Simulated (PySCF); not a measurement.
CH4OSZn. Atoms are numbered in the order given.

```xyz
8

Zn     0.0686     0.0525     0.0842
O      1.2745    -0.7759    -0.9290
C      1.0414    -1.4488    -2.1314
H      0.6284    -0.7978    -2.9310
H      1.9975    -1.8530    -2.5156
H      0.3506    -2.3127    -2.0294
S     -1.2492     1.1405     1.4363
H     -1.4910     0.0397     2.1895
```
Charge 0, spin multiplicity 1.

Geometry: B3LYP-D3(BJ)/def2-SVP. The structure was generated by enumeration; whether it is a known compound was not checked. Other conformers were not sampled.

Level of theory: PBE0/pcSseg-1 (PySCF).

GIAO shieldings, no solvent; atoms alike by connectivity are averaged. δ = σ(ref) − σ: ¹⁷O against H2O (σ = 334.2 ppm); ¹³C against TMS (σ = 186.3 ppm); ¹H against TMS (σ = 31.56 ppm); ³³S against H2S (σ = 716.7 ppm), references at their B3LYP-D3(BJ)/def2-TZVP geometries, non-relativistic.

```csv
atoms,nucleus,count,δ (ppm)
O2,¹⁷O,1,22.9
C3,¹³C,1,60.9
"H4, H5, H6",¹H,3,4.39
H8,¹H,1,___
S7,³³S,1,___
```

### Question
Some entries are withheld; supply them. (The exact figures need the calculation; the answer reports its results.)

### Answer

- S7, δ (ppm): -110.9
- H8, δ (ppm): -0.22
